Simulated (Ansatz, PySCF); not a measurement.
5,5-difluorooxolan-3-one (C4H4F2O2), SMILES C1OC(F)(F)CC1=O. Atoms are numbered in the order given.

```xyz
12

O     -2.4013    -0.9088     0.6647
C     -1.3691    -0.4542     0.2500
C     -1.1909     0.9158    -0.4056
O      0.1794     0.9937    -0.7737
C      0.9075     0.0995    -0.0215
F      1.2917     0.6872     1.1512
F      2.0288    -0.1910    -0.6952
C      0.0126    -1.0908     0.2647
H     -1.8202     1.0189    -1.3036
H     -1.4688     1.7115     0.3107
H      0.2352    -1.6064     1.2079
H      0.0861    -1.8108    -0.5677
```

Coordinates come from a r2SCAN-D4/def2-SVP optimisation. Other conformers were not sampled.

Two levels are set side by side: PBE-D3(BJ)/def2-SVP (Ansatz, a program for electronic structure) and r2SCAN-D4/def2-SVP (Ansatz). Each level has its own optimised geometry; the coordinates shown are those of the second. Frequencies come from the Hessian of PySCF at each geometry. Differences are taken from unrounded values.

```csv
quantity,r2SCAN-D4,PBE-D3(BJ),PBE-D3(BJ) minus r2SCAN-D4
mean bond length (Å),1.307,1.314,0.008
bond O1–C2 (Å),1.202,1.210,0.008
bond C2–C3 (Å),1.529,1.536,0.007
bond C2–C8 (Å),1.521,1.527,0.006
bond C3–O4 (Å),1.421,1.425,0.004
bond O4–C5 (Å),1.377,1.386,0.010
bond C5–F6 (Å),1.367,1.376,0.009
bond C5–F7 (Å),1.340,1.351,0.011
bond C5–C8 (Å),1.517,1.524,0.008
bond C3–H9 (Å),1.101,1.110,0.008
bond C3–H10 (Å),1.106,1.114,0.008
bond C8–H11 (Å),1.098,1.105,0.007
bond C8–H12 (Å),1.103,1.110,0.007
highest harmonic wavenumber (cm⁻¹),3169,3103,-66
mean harmonic wavenumber (cm⁻¹),1184,1152,-33
zero-point energy (kcal/mol),50.79,49.38,-1.41
```
